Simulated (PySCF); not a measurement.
Computed with PBE-D3(BJ)/def2-TZVP // CAM-B3LYP-D3(BJ)/def2-TZVP (PySCF). All species are isolated molecules in the gas phase. One relaxed conformer stands for a flexible species; it need not be the lowest. Excitations are Tamm–Dancoff values on a coarser integration grid. The basis has no diffuse functions, so Rydberg states are missing or too high.

Reference species (SMILES): `C=C(Cl)C[SiH3]` (Cl–C–C–Si torsion 74°) (neutral, multiplicity 1).

```yaml
LUMO: -1.15 eV
brightest of the four lowest singlets (TDA): 6.40 eV
```

Changed species: `C/C=C(/Cl)[SiH3]`.

Question: What does the change do to the LUMO and brightest of the four lowest singlets (TDA)?

Answer: the LUMO drops by 0.38 eV, to -1.53 eV; the brightest of the four lowest singlets (TDA) falls by 0.59 eV, to 5.81 eV.
